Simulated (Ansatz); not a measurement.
Coupled-cluster diagnostics for the cluster Pd₃H₃⁺, Ansatz.

Geometry of the singlet (PBE-D4/def2-TZVP):

```xyz
6

Pd    1.2137   -0.8268   -0.6936
Pd   -1.4679   -0.6635   -0.2064
Pd    0.0524    1.6040   -0.2490
H     1.2291    0.5439    0.2366
H    -0.9953    0.6794    0.6406
H    -0.0320   -1.3371    0.2718
```

In the def2 sets Pd takes a core potential; there is no spin–orbit coupling. Correlated methods freeze no core orbitals; core or outer-core shells of Pd are correlated, in sets that lack core-valence functions. The structure comes from a short search, and lower isomers may exist.

(1) Estimate the CCSD(T) correlation energy, the shares of MP2 and (T), T1 and the reference's ⟨S²⟩ for: charge 1, singlet, own geometry in def2-TZVP; and the rough time on 4 threads of Arm Neoverse V2 on a shared host.

Results:

(1) 
| state | basis | correlation (eV) | MP2 share (%) | (T) share (%) | T1 | ⟨S²⟩ (pure) | wall time | remarks |
| --- | --- | --- | --- | --- | --- | --- | --- | --- |
| charge 1, singlet, own geometry | def2-TZVP | -42.045 | 105.1 | 4.2 | 0.028 | 0.00 (0.00) | 98 s | restricted SCF unstable |
Customary marks for T1 are 0.02 (closed shells), 0.045 (open shells) and about 0.05 (3d metals). T1 exceeds 0.02 in 1 of 1 rows and 0.045 in 0; the higher it lies, the less the single-reference result can be trusted.
